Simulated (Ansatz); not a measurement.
**Worked example: CHBr2I + C4H9I → CHBrI2 + C4H9Br**

Species: CHBr2I `BrC(Br)I`, singlet; C4H9I (tert-butyl iodide) `CC(C)(C)I`, singlet; CHBrI2 (bromodiiodomethane) `BrC(I)I`, singlet; C4H9Br (2-bromo-2-methylpropane) `CC(C)(C)Br`, singlet. The partners trade Br for I; both sit on C, so the bond types are kept.

Shapes, held fixed at every level: PBE0-D4/def2-TZVP. Programs: Ansatz 0.2.0. The zero-point and thermal change to 298 K, harmonic and unscaled (PBE0-D4/def2-TZVP), is 0.0 kJ/mol.

At CCSD(T)/def2-TZVPP; 1 Eh = 2625.50 kJ/mol:

```
species   energy (Eh)
 CHBr2I  -5481.173576
  C4H9I   -454.705305
 CHBrI2  -3205.606009
 C4H9Br  -2730.275173
```

Question: Work out ΔH(298 K) of the reaction at this level.

Answer: 
1. Products less reactants: (-3205.606009) + (-2730.275173) − [(-5481.173576) + (-454.705305)] = -0.002301 Eh = -6.0 kJ/mol.
2. With the thermal change: -6.0 + (0.0) = -6.0 kJ/mol.

Other levels give -9.0 (HF/def2-SVP) to -5.2 kJ/mol (CCSD(T)/def2-SVP). No measured value is set beside it here. For atoms past krypton def2 sets carry core potentials with scalar relativity. Relativity is left out for Br. Outer-core shells of Br, I are correlated in most correlated rows, in sets that cover them unevenly.
